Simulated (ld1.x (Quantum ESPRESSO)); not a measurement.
# rubidium (Rb): one change to a TM potential, before and after

* Element: rubidium
* Generator: ld1.x (Quantum ESPRESSO) 7.5
* Type: norm-conserving Troullier–Martins (Kleinman–Bylander form)
* Functional: PBE
* Relativity: scalar-relativistic
* Frozen core: [Kr]
* Valence charge: 1
* Reference configuration: 4d0.5 5s0.5 5p0
* Partial waves: 5s (bound): rc 3.40 bohr; 5p (bound, empty): rc 3.85 bohr; 4d (bound): rc 4.20 bohr
* Local potential: the d channel
* Core correction: a·sin(br)/r model core inside 2.75 bohr

Change: core correction a·sin(br)/r model core inside 3.02 bohr.

Cutoffs: the cutoffs (Ry, on a coarse ladder) from which the occupation-weighted sum of valence levels, in a spherical-Bessel basis at the reference potential, stays within 10 and 1 mRy of its value at 400 Ry; they do not see the model core or the augmentation charge, which bear on the density cutoff. Errors are all-electron minus pseudo energies relative to the spin-unpolarised reference configuration.

Problem. How do hardness, ghosts and transferability respond?

Solution. Both files are so soft that the ladder of cutoffs tells neither apart; both files keep a bound ghost (s); of the 4 tests that both files solve, the error grows in 2 and shrinks in 1 by more than 15 % and 0.3 meV (median size 2.6 → 2.7 meV). A wider model core is smoother and lowers the density cutoff, which this test does not measure.

| quantity | base | changed |
| --- | --- | --- |
| cutoff, loose | 6 Ry | 6 Ry |
| cutoff, tight | 8 Ry | 8 Ry |
| bound ghosts | s | s |
| error for 4d0 5s1 5p0, meV [ΔE -1.12 eV] | -4.4 | -3.7 |
| error for 4d0 5s0.5 5p0, meV [ΔE 0.46 eV] | +4.3 | +4.5 |
| error for 4d0 5s0 5p1, meV [ΔE 0.40 eV] | -0.4 | +1.8 |
| error for 4d1 5s0 5p0, meV [ΔE 1.12 eV] | +0.8 | +1.7 |
| s: phases at 4.57 bohr within 0.05 rad from the reference energy up to (Ry; the scan ends near 5) | 1.3 | 1.3 |
| p: phases at 4.57 bohr within 0.05 rad from the reference energy up to (Ry; the scan ends near 5) | 0.0 | 0.0 |
| d: phases at 4.57 bohr within 0.05 rad from the reference energy up to (Ry; the scan ends near 5) | 0.6 | 0.6 |

 A true bound ghost makes a file unfit for plane-wave use even where its test errors are small: the radial tests pick states by their node count and pass the ghost by.
